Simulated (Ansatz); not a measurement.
Geometry optimisation, RKS PBE0/def2-SVP in Ansatz.

input.yaml

```yaml
crystal:
  periodic: [false, false, false]
  atoms:
    - { symbol: Ti, position_ang: [-0.142239, 0.220158, -0.004029] }
    - { symbol: Cl, position_ang: [0.04526, 0.445986, 2.316673] }
    - { symbol: F, position_ang: [1.440201, 0.252126, -0.722955] }
    - { symbol: O, position_ang: [-1.095538, 1.526347, -0.667761] }
    - { symbol: H, position_ang: [-2.037923, 1.588323, -0.867683] }
    - { symbol: O, position_ang: [-0.998167, -1.277909, -0.318428] }
    - { symbol: H, position_ang: [-0.550848, -2.111517, -0.093316] }
    - { symbol: F, position_ang: [1.015702, -2.361728, 1.084153] }
    - { symbol: H, position_ang: [0.952051, -1.912786, 1.892447] }
basis:
  gaussian: { orbitals: def2-SVP }
hamiltonian:
  xc: pbe0
relax:
  f_tol: 0.03
  max_steps: 50
```

Launched with:

```bash
$ ansatz run input.yaml --threads 4 --pin off --max-ram 5120MiB --backend cpu --events-out ev --progress --plain --runs-dir out
```

**Question.** Where does it end, and by what steps?

**Answer.** The run converged. The force dipped under the threshold on the way, but the program's further checks kept it going. After 32 steps the energy has fallen by 0.138 eV; F8 moved furthest, 1.21 Å.

| step | energy less start (eV) | largest force component (eV/Å) | accepted |
| --- | --- | --- | --- |
| 0 | 0.0000 | 1.002 | yes |
| 2 | -0.0923 | 0.153 | yes |
| 4 | -0.0992 | 0.188 | yes |
| 6 | -0.1024 | 0.061 | yes |
| 8 | -0.1069 | 0.441 | yes |
| 10 | -0.1168 | 0.150 | yes |
| 12 | -0.1163 | 0.578 | no |
| 14 | -0.1240 | 0.034 | yes |
| 16 | -0.1195 | 0.721 | no |
| 18 | -0.1314 | 0.094 | yes |
| 20 | -0.1331 | 0.130 | yes |
| 22 | -0.1353 | 0.039 | yes |
| 24 | -0.1361 | 0.039 | yes |
| 26 | -0.1367 | 0.025 | yes |
| 28 | -0.1362 | 0.168 | no |
| 30 | -0.1373 | 0.063 | yes |
| 32 | -0.1376 | 0.013 | yes |

```xyz
9
Properties=species:S:1:pos:R:3
Ti 0.140 0.385 -0.215
Cl 0.767 0.283 1.951
F 1.402 1.017 -1.233
O -1.308 1.366 -0.387
H -2.238 1.168 -0.540
O -0.192 -1.274 -0.599
H -0.230 -2.042 0.009
F -0.011 -2.674 1.641
H 0.298 -1.861 1.992
```

Whether the end is a true minimum wasn't checked by a vibrational analysis.

Time of the run: 89 s on 4 threads of Arm Neoverse V1, on a shared host, peak memory 0.34 GiB.
